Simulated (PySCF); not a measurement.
Al(H)(Cl)(Et) (C₂H₆AlCl), SMILES C[CH2][AlH][Cl].

Geometry: PBE0-D3(BJ)/def2-SVP. The structure was generated by enumeration; whether it is a known compound was not checked. The values are those of a single conformer.

All values below come from PySCF 2.14.0 with IEF-PCM-PBE0/def2-SVP.

The values are the electrostatic part of the solvation free energy, E(continuum) − E(gas) at the gas-phase geometry, in a cavity of scaled van der Waals radii (PySCF's table); cavitation and dispersion terms are not included. A continuum can't describe solvent molecules that bind to the metal. In vacuum the orbital gap is 6.67 eV. The dipole moment in vacuum is 1.87 D.

Computed values in water (ε = 78.36), ethanol (ε = 24.85), diethylether (ε = 4.24):
```tsv
solvent	ε	ΔG(elec) (kcal/mol)	dipole (D)	gap (eV)
water	78.36	-4.8	2.26	6.96
ethanol	24.85	-4.5	2.25	6.94
diethylether	4.24	-3.2	2.15	6.85
```
